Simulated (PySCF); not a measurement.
Point-charge models of `COC[Se][Se]C` against its computed dipole.

Coordinates (PBE0-D3(BJ)/def2-SVP, Å) and charges (e) from the PBE0/pcSseg-1 density (PySCF):

```
atom       x       y       z  Mulliken      IAO  Hirshfeld  ESP-fitted
  C1  -2.727   0.380  -0.029   -0.0441  -0.2031    -0.0433     +0.1317
  O2  -1.558   1.129  -0.198   -0.4567  -0.3478    -0.1328     -0.3180
  C3  -0.601   0.545  -0.984   +0.0127  -0.1539    -0.0204     -0.1782
 Se4   0.267  -1.074  -0.218   -0.1407  -0.0065    -0.0001     -0.1075
 Se5   1.327  -0.105   1.601   -0.0963  +0.0697    +0.0184     -0.0039
  C6   3.065   0.288   0.808   -0.3402  -0.5365    -0.1433     -0.5829
  H7  -2.524  -0.576   0.486   +0.1151  +0.1346    +0.0247     +0.0270
  H8  -3.211   0.158  -1.000   +0.0903  +0.1182    +0.0359     +0.0248
  H9  -3.416   0.978   0.583   +0.1286  +0.1593    +0.0535     +0.0534
 H10   0.191   1.283  -1.163   +0.1552  +0.1649    +0.0433     +0.1702
 H11  -1.000   0.180  -1.954   +0.1261  +0.1255    +0.0351     +0.1765
 H12   2.974   1.047   0.020   +0.1483  +0.1546    +0.0405     +0.1913
 H13   3.515  -0.629   0.407   +0.1546  +0.1609    +0.0405     +0.1760
 H14   3.693   0.679   1.622   +0.1470  +0.1601    +0.0482     +0.2396
```

**Question.** Form Σ q r in debye for every column and set it beside the full dipole.

**Answer.** The full density gives (0.06, 0.43, -1.31) D, 1.38 D in size; dipole vectors point from the negative to the positive end.

```csv
scheme,μx,μy,μz,size (D),share of the full size (%),angle to the full dipole (°)
Mulliken,0.13,-0.04,-1.93,1.93,140,19
IAO,-0.51,-1.00,-0.78,1.37,99,73
Hirshfeld,-0.11,-0.31,-0.26,0.43,31,70
ESP-fitted,0.10,0.41,-1.34,1.40,102,2
```

**Question.** Which set comes closest?

**Answer.** Length of the difference vector: ESP-fitted 0.06 D, Mulliken 0.78 D, Hirshfeld 1.29 D, IAO 1.63 D. Closest: ESP-fitted. ESP charges are fitted to the potential around the molecule, whose slowest-falling term is the dipole's. 

**Question.** What is left for the Hirshfeld atoms' own dipoles?

**Answer.** The Hirshfeld atoms' densities add up to the full density, so μ = Σ q r + Σ (atomic dipoles). The atomic dipoles sum to (0.06, 0.43, -1.31) − (-0.11, -0.31, -0.26) = (0.17, 0.74, -1.05) D, 1.29 D in size.

**Question.** With the origin at the mean of the coordinates, (0.000, 0.306, -0.001) Å, which are the largest single terms, by size, of the Mulliken dipole along the direction of the full one?

**Answer.** H11 +1.07, H10 +1.06, C6 +1.04, H14 -0.89, O2 -0.82 D; all 14 atoms together +1.82 D. The single terms depend on the origin, their sum doesn't.

**Question.** Give the size of the full dipole in other units.

**Answer.** 1.38 D = 0.542 au = 0.287 e·Å = 4.59 × 10⁻³⁰ C·m.

One conformer (not necessarily the lowest) at the PBE0-D3(BJ)/def2-SVP geometry, without solvent, vibrations or thermal averaging. The calculation is non-relativistic, for selenium too.

The values belong to the conformer `[CH3:1][O:2][CH2:3][Se:4][Se:5][CH3:6]`: C1–O2–C3–Se4 -68°, O2–C3–Se4–Se5 -65°, C3–Se4–Se5–C6 -92°.
